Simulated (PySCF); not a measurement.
One molecule, many functionals

Species: C2H7NOSSi.
SMILES: `O=CN[SiH2]SC`

Linear-response calculations in the def2-SVPD basis (PySCF; singlets by full response, triplets Tamm–Dancoff, core orbitals frozen in the response; HF means time-dependent Hartree–Fock). 'Strongest' is the level of largest summed f among the singlets computed (10 roots, of which the last may lack a degenerate partner); it can jump between rows when another state enters that window. S1 is the lowest singlet of each run and needn't be the same state throughout; f(S1) is that of one state. Isolated species at its PBE0-D3(BJ)/def2-SVP geometry (one conformer only).

```csv
functional,kind,S1 (eV),f(S1),strongest (eV),T1 (eV),HOMO (eV),gap (eV),"ionisation energy, ΔSCF (eV)"
LDA,LDA,4.58,0.007,5.38,4.52,-6.00,4.54,9.18
PBE,GGA,4.77,0.008,5.39,4.64,-5.93,4.72,9.05
B3LYP,"global hybrid, 20% exact exchange",5.24,0.000,6.05,4.94,-6.89,6.39,9.15
PBE0,"global hybrid, 25% exact exchange",5.38,0.001,7.35,5.02,-7.12,6.85,9.20
CAM-B3LYP,range-separated hybrid,5.48,0.001,7.55,5.10,-8.42,9.03,9.28
wB97X-D,range-separated hybrid,5.57,0.001,7.67,5.18,-8.95,10.39,9.30
LC-wPBE,range-separated hybrid,5.61,0.001,8.24,5.06,-9.81,11.52,9.36
HF,Hartree–Fock,6.23,0.001,8.41,5.66,-9.88,12.01,not settled
```

**Question.** What does BHandHLYP (global hybrid, 50% exact exchange) give?

**Answer.** S1 (eV) 5.67, f(S1) 0.001, strongest (eV) 7.78, T1 (eV) 5.28, HOMO (eV) -8.19, gap (eV) 8.66, ionisation energy, ΔSCF (eV) 9.17. S1 runs from 4.58 eV (LDA) to 6.23 eV (HF), a spread of 1.65 eV, while the orbital gap spreads over 7.5 eV. Along PBE (0%), B3LYP (20%), PBE0 (25%), BHandHLYP (50%), HF (100%) S1 rises with the share of exact exchange. −ε(HOMO) comes closest to its own ΔSCF ionisation energy with wB97X-D (-0.35 eV) and misses most with LDA (-3.18 eV). 'Not settled' means that the ion's SCF failed to converge or may have ended in another state than the lowest.
